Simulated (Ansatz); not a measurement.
Isolated molecules relaxed with PBE0-D4/def2-TZVP in Ansatz; ΔE leaves out vibrations. CCSD(T)/CBS is the MP2 limit (def2-TZVPP, def2-QZVPP) plus CCSD(T) − MP2 in def2-TZVPP, frozen cores. DFT in def2-TZVPP. Each species was taken in one conformer, which may not be the lowest.

`FC(F)C(F)(C(F)F)C(F)F` → `FC(F)C(F)(F)CC(F)(F)F`  (isomerisation)

**Question.** Is it downhill or uphill in electronic energy at CCSD(T)/CBS, and by how much? (Estimate.)

**Answer.** The calculation gave: Downhill: ΔE = -90.8 kJ/mol.

**Question.** What do these levels give: PBE-D4, r2SCAN-D4, CAM-B3LYP-D4, r2SCAN, RPA@PBE/def2-TZVPP, MP2/def2-QZVPP? (Estimate.)

**Answer.** The calculation gave: PBE-D4 -90.1, r2SCAN-D4 -95.4, CAM-B3LYP-D4 -91.1, r2SCAN -95.7, RPA@PBE/def2-TZVPP -81.7, MP2/def2-QZVPP -94.1 kJ/mol.

Largest T1 diagnostic among the species: 0.012.

From BLYP to BHLYP (50 % exact exchange), in def2-TZVPP and without D4, ΔE moves by −7.1 kJ/mol. Leaving LDA and LC-ωPBE aside and taking each functional with its dispersion term where it has one, the values, not all of them listed here, spread over 14.5 kJ/mol, from r2SCAN0-D4 to BLYP-D4. LDA lies −6.5 kJ/mol from PBE without D4. At CCSD(T), def2-SVP lies −6.9 kJ/mol from the extrapolated value and def2-TZVPP +0.8 kJ/mol.
